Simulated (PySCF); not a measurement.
## Electron correlation in Mg (magnesium, neutral)

[Ne] 3s1 4s1, 4s spin antiparallel (an excited configuration). Calculation: PySCF 2.14, in dyall-av3z (20s13p6d4f, 117 functions); no relativity, point nucleus. Frozen: [Ne]; 2 electrons correlated; the 22 highest virtual orbitals of each spin left out.

Total MP2 correlation energy: -24.09 mhartree.

Same-spin part 0.00 and opposite-spin part -24.09 mhartree; SCS-MP2 scales them by 1/3 and 6/5 to -28.91 mhartree.
